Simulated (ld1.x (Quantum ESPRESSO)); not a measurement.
**Configuration tests for gold (Au) (TM)**

Au, norm-conserving Troullier–Martins (Kleinman–Bylander form), made with ld1.x (Quantum ESPRESSO) 7.5 (LDA (PZ), scalar-relativistic). Core [Xe] 4f14, reference 5d10 6s1 6p0. Waves: 6s (bound): rc 2.15 bohr; 6p (bound, empty): rc 3.10 bohr; 5f channel at 0.4 Ry: rc 2.90 bohr; 5d (bound): rc 2.25 bohr. Local part: the d channel. Core correction: none.

Energies are relative to the spin-unpolarised reference configuration 5d10 6s1 6p0; without spin polarisation the order of configurations can differ from experiment. Spin-polarised rows fill each open shell by Hund’s rule, majority spin first.

| valence configuration | charge | ΔE all-electron (eV) | error AE − PS (meV) |
| --- | --- | --- | --- |
| 5d10 6s0 6p0 | +1 | 9.774 | -5.6 |
| 5d8 6s0 6p0 | +3 | 65.442 | -35 |
| 5d10 6s0.5 6p0 | +0.5 | 3.947 | -2.1 |
| 5d10 6s0 6p1 | 0 | 5.398 | -2.0 |
| 5d9 6s2 6p0 | 0 | 1.601 | -29 |
| 5d7 6s0 6p0 | +4 | 113.441 | -145 |
| 5d10 6s1 6p0 (spin-polarised) | 0 | -0.134 | +3.9 |
| 5d9 6s0 6p0 (spin-polarised) | +2 | 31.134 | +92 |

(1) What are ΔE and the potential's error for 5d9 6s0 6p0?

Note: ghost states, extra bound levels that the all-electron valence spectrum of the same l lacks: f at -4946.7 eV, s at -58.4 eV, p at -6.8 eV. A true bound ghost makes a file unfit for plane-wave use.

Answers

(1) ΔE = 31.275 eV all-electron; the error (AE − PS) is +2.3 meV.

These tests converged, but a pseudo level misses the all-electron one widely, so the file describes the atom poorly there or has found another state: 5d7 6s0 6p0: empty 6s by 5.1 eV.
